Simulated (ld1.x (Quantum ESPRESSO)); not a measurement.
Ranking TM potentials for F

All share these settings but for the change named:

| Item | Value |
| --- | --- |
| Element | F |
| Generator | ld1.x (Quantum ESPRESSO) 7.5 |
| Type | norm-conserving Troullier–Martins (Kleinman–Bylander form) |
| Functional | LDA (PZ) |
| Relativity | scalar-relativistic |
| Frozen core | [He] |
| Valence charge | 7 |
| Reference configuration | 2s1.75 2p5.25 |
| Partial waves | 2s (bound): rc 0.90 bohr; 2p (bound): rc 0.90 bohr |
| Local potential | the p channel |
| Core correction | Bessel-smoothed model core, default radius (core density twice the valence density) |

Cutoff: the first of the cutoffs (Ry, on a coarse ladder) from which the occupation-weighted sum of valence levels, in a spherical-Bessel basis at the reference potential, stays within 10 and 1 mRy of its value at 400 Ry; the density cutoff is not measured.

The base gives 160 Ry.

Of 8 variants that were run, those that failed, showed a ghost or another fault, or gave nearly equal values are left out.

A variant can come out equal or close to the base.

**Question.** Rank these variants from softest to hardest (loose cutoff).
A. all radii but the core radius scaled by about 1.16 (s 1.04, p 1.04 bohr)
B. all radii but the core radius scaled by about 1.24 (s 1.12, p 1.12 bohr)
C. all radii but the core radius scaled by about 0.89 (s 0.80, p 0.80 bohr)
D. all radii but the core radius scaled by about 0.73 (s 0.66, p 0.66 bohr)

**Answer.** B (100 Ry), A (120 Ry), C (180 Ry), D (230 Ry).
